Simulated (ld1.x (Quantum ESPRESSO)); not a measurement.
Configuration tests for arsenic (As) (TM)

- Element: arsenic (As)
- Generator: ld1.x (Quantum ESPRESSO) 7.5
- Type: norm-conserving Troullier–Martins (Kleinman–Bylander form)
- Functional: LDA (PZ)
- Relativity: scalar-relativistic
- Frozen core: [Ar] 3d10
- Valence charge: 5
- Reference configuration: 4s2 4p1 (charge +2)
- Partial waves: 4s (bound): rc 1.45 bohr; 4p (bound): rc 1.75 bohr
- Local potential: all-electron potential smoothed inside 1.55 bohr (lloc = -1)
- Core correction: a·sin(br)/r model core inside 0.75 bohr

Energies are relative to the spin-unpolarised reference configuration 4s2 4p1; without spin polarisation the order of configurations can differ from experiment. Spin-polarised rows fill each open shell by Hund’s rule, majority spin first.

```
   valence configuration  charge  ΔE all-electron (eV)  error AE − PS (meV)
                 4s2 4p3       0               -27.488                 +0.4
                 4s2 4p2      +1               -18.162                 -0.4
                 4s2 4p0      +3                28.040                  -18
               4s2 4p3.3    -0.3               -28.766                 +1.4
                 4s1 4p3      +1                -8.001                 +0.4
                 4s1 4p0      +4                79.154                 -162
4s2 4p1 (spin-polarised)      +2                -0.226                 +0.4
4s2 4p3 (spin-polarised)       0               -28.812                 +7.1
```

Question: What are ΔE and the potential's error for 4s2 4p2.5?

Answer: ΔE = -23.851 eV all-electron; the error (AE − PS) is -0.6 meV.

Levels in the configuration 4s2 4p3.3:

| level | all-electron (eV) | pseudo (eV) |
| --- | --- | --- |
| 4s | -12.366 | -12.360 |
| 4p | -3.203 | -3.206 |
